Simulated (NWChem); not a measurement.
Species: C₂H₂BCl; SMILES C#CBCl

Results from NWChem. Coordinates come from a PBE0/def2-SVP optimisation.

For level TPSS/pcseg-1:

* **dipole (D)**: 1.69

**Question.** Estimate the same quantities for level TPSS/pcseg-2.

**Answer.** The dipole (D) is 1.54.
